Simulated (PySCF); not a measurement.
**Exercise with solution: refractive index and permittivity of the vapour**

C4H12W, SMILES [CH3][W]([CH3])([CH3])[CH3], multiplicity 1.

Geometry optimised at PBE0-D3(BJ)/def2-SVP. The spin state was assumed, not searched. The def2 effective core potentials stand for the cores of W; spin–orbit coupling is left out.

PBE/def2-TZVP (PySCF) gives a mean static polarisability of 105.4 bohr³ and a dipole moment of 0.00 D. Take an ideal gas at 298.15 K and 1 bar, whether or not the substance is that volatile.

Work out n − 1 in the optical limit and the static ε − 1.


Polarisability volume α' = 105.4 × 0.148185 = 15.62 Å³. Number density N = p/kT = 2.43e-5 Å⁻³.
Dilute limit of Lorentz–Lorenz: n − 1 = 2π N α' = 0.0024.
Orientation term of Debye: μ²/(3kT) = 8.098 Å³ × μ²(D²) = 0.00 Å³.
ε − 1 = 4π N (α' + μ²/3kT) = 0.0048. With no permanent dipole, ε equals n² in this model. Vibrational polarisation and dispersion are left out.
